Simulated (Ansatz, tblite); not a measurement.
Spin states of the cluster Ba₂Se₂ (the lowest singlet isomer of a short search), each relaxed with PBE-D4/def2-SVP in Ansatz. Electronic energies in the gas phase.

In the def2 sets Ba takes a core potential; there is no spin–orbit coupling. The xTB rows come from tblite. Correlated methods freeze 18 core orbitals; core or outer-core shells of Ba, Se are correlated, in sets that lack core-valence functions. The structure comes from a short search, and lower isomers may exist.

Singlet geometry (D2h within 0.1 Å):

```xyz
4

Ba    0.585   -0.869    1.780
Ba   -0.577    0.858   -1.789
Se   -1.684   -1.231   -0.047
Se    1.675    1.243    0.056
```

Triplet geometry (C2v within 0.1 Å):

```xyz
4

Ba   -1.864    0.634   -0.886
Ba    1.481   -1.570   -0.059
Se    1.048    1.321   -0.719
Se   -0.665   -0.385    1.664
```

Quintet geometry (D2h within 0.1 Å):

Cartesian coordinates in Å:
```
Ba 2.155 -0.839 1.551
Ba -2.156 0.837 -1.551
Se -0.790 0.217 1.215
Se 0.791 -0.215 -1.215
```

⟨S²⟩: triplet 2.01 at PBE0-D4/def2-TZVP (pure 2.00), quintet 6.02 at PBE0-D4/def2-TZVP (pure 6.00).

Only these spin states were relaxed. The quintet has other bonds than the singlet, so the gap mixes isomer and spin.

(1) Estimate which spin state lies lowest at each of these levels, and by how much: GFN1-xTB; GFN2-xTB; HF/def2-TZVP; PBE-D4/def2-TZVP; r2SCAN-D4/def2-TZVP; r2SCANh-D4/def2-TZVP; CAM-B3LYP-D4/def2-TZVP; MP2/def2-TZVP.

Results:

(1) 
```csv
level,triplet − singlet (kJ/mol),quintet − singlet (kJ/mol),lowest of these
GFN1-xTB,174.9,445.8,singlet
GFN2-xTB,168.9,302.7,singlet
HF/def2-TZVP,173.0,299.8,singlet
PBE-D4/def2-TZVP,178.4,404.5,singlet
r2SCAN-D4/def2-TZVP,194.0,423.0,singlet
r2SCANh-D4/def2-TZVP,197.2,426.0,singlet
CAM-B3LYP-D4/def2-TZVP,206.4,423.2,singlet
MP2/def2-TZVP,215.9,458.1,singlet
```

Change of the quintet − singlet gap on mixing in exact exchange, in kJ/mol: r2SCAN to r2SCANh (10 % exact exchange) 3.0. The xTB methods have no spin-polarisation term.
